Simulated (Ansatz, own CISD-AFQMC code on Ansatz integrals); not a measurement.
CH5BSi, SMILES `C=B[SiH3]` (charge 0, multiplicity 1).

Cartesian coordinates (Å):
SMILES: C=B[SiH3]
```xyz
8

C      1.8803    -0.1608    -0.1234
B      0.5122    -0.0385     0.0037
Si    -1.4524     0.1290     0.1169
H      2.5598    -0.1030     0.7214
H      2.3666    -0.3235    -1.0806
H     -1.9536    -0.0171    -1.2726
H     -2.0491    -0.9320     0.9609
H     -1.8653     1.4500     0.6445
```
Charge 0, spin multiplicity 1.

Frozen-core energies in cc-pVDZ from Ansatz (a quantum-chemistry and plane-wave program) at a geometry from B3LYP-D3(BJ)/def2-TZVP; the HF reference has <S^2> = 0.00 and the T1 diagnostic is 0.014.

```tsv
level	energy (Ha)
HF	-354.32516
MP2	-354.63587
CCSD	-354.68547
```

Problem. Estimate the energies of CCSD(T), CCSDT, phaseless AFQMC, CISD trial (own CISD-AFQMC code on Ansatz integrals; ±0.32 mHa) and CCSDT(Q), and give each level's difference from CCSDT(Q).

Solution. 
```
level                                                                             energy (Ha)  difference from CCSDT(Q) (mHa)
--------------------------------------------------------------------------------  -----------  ------------------------------
MP2                                                                                -354.63587                           63.46
CCSD                                                                               -354.68547                           13.86
CCSD(T)                                                                            -354.69725                            2.08
CCSDT                                                                              -354.69862                            0.71
phaseless AFQMC, CISD trial (own CISD-AFQMC code on Ansatz integrals; ±0.32 mHa)   -354.69907                            0.26
CCSDT(Q)                                                                           -354.69933                            0.00
```
